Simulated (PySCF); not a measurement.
PbCl3, SMILES [Cl][Pb-]([Cl])[Cl], charge -1.

Geometry optimised at B3LYP-D3(BJ)/def2-SVPD. The isomer is the one that the SMILES or the coordinates give; other isomers of the formula were not compared. The def2 effective core potentials stand for the cores of Pb; spin–orbit coupling is left out.

All values below come from PBE/def2-TZVPD in PySCF.

Symmetry labels are those of the subgroup Cs that the program uses (full group C3v).

Computed valence orbital energies around the gap with their symmetry:
| orbital | symmetry | energy (eV) |
|---|---|---|
| HOMO−7 | A" | -3.97 |
| HOMO−6 | A' | -3.35 |
| HOMO−5 | A' | -2.95 |
| HOMO−4 | A" | -2.95 |
| HOMO−3 | A" | -2.79 |
| HOMO−2 | A' | -2.79 |
| HOMO−1 | A" | -2.71 |
| HOMO | A' | -2.38 |
| LUMO | A' | 1.59 |
| LUMO+1 | A' | 2.20 |
| LUMO+2 | A" | 2.20 |
| LUMO+3 | A' | 2.89 |
